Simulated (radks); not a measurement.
The numbers below are computed, except where a source is named.
Excited configurations of H I: one electron is placed in a higher orbital outside the bare nucleus. The ground configuration is 1s1. Code: a radial shooting solver on a logarithmic mesh with Libxc functionals. Model: non-relativistic Kohn-Sham, BLYP, spin-unpolarised, spherical densities, point nucleus; without spin polarisation the odd electron is poorly described. Excitation = E - E(ground); binding = E(ion) - E, where the ion is the core of charge +1; n* = 1/sqrt(2 binding) in atomic units, and the quantum defect is n - n*.

outer orbital  excitation (eV)  binding (eV)     n*  quantum defect  eigenvalue (eV)
3p                      10.964         1.624  2.894           0.106           -0.855
3d                      11.118         1.470  3.042          -0.042           -0.594
6f                      12.092         0.496  5.236           0.764           -0.310
7f                      12.198         0.391  5.902           1.098           -0.267

The Delta-SCF ionisation energy is 12.588 eV (NIST Atomic Spectra Database: 13.598 eV, theoretical). Self-interaction in the functional shifts the binding energies and quantum defects, so they are the method's values and not measured ones. Spin polarisation and multiplet splitting are left out, so open shells lie too high by an amount that depends on their filling.
